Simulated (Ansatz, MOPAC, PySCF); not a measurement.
Species: CF, net charge 0, doublet state. SMILES: [C]F
Coordinates optimised at B3LYP-D3(BJ)/def2-TZVP (Ansatz, a first-principles code):
```
C
F 1 1.2755
```
Charge 0, spin multiplicity 2.

Wanted: vertical ionisation energy to the singlet, in eV. Set-up: spin-orbit terms left out; open shells spin-unrestricted; PM7 with its own dispersion and hydrogen-bond terms; each state is the SCF solution reached for its charge and spin; non-relativistic; six Cartesian d functions in 6-31G* and its kin unless marked 5d. Ab initio and DFT rows: single points at B3LYP-D3(BJ) geometries (Ansatz). Semi-empirical rows: differences of heats of formation at the shared geometry for vertical values.

| species | coefficient | E at B3LYP/6-31G* (Ansatz), Eh | E at M06-2X/def2-TZVPD (PySCF), Eh | heat of formation at PM7 (MOPAC), kcal/mol |
|---|---|---|---|---|
| charge 1, singlet | +1 | -137.42244 | -137.43197 | 234.58 |
| charge 0, doublet | -1 | -137.77685 | -137.78954 | 44.65 |

 1 Eh = 27.2114 eV and 1 eV = 23.0605 kcal/mol.

Q: Compute it at each level from the table.

A: 
- B3LYP/6-31G*: the sum of coefficient times E is 0.35441 Eh, or 9.644 eV. Result: 9.64 eV.
- M06-2X/def2-TZVPD: the sum of coefficient times E is 0.35757 Eh, or 9.730 eV. Result: 9.73 eV.
- PM7: the sum of coefficient times heat of formation is 189.93 kcal/mol, or 8.24 eV.
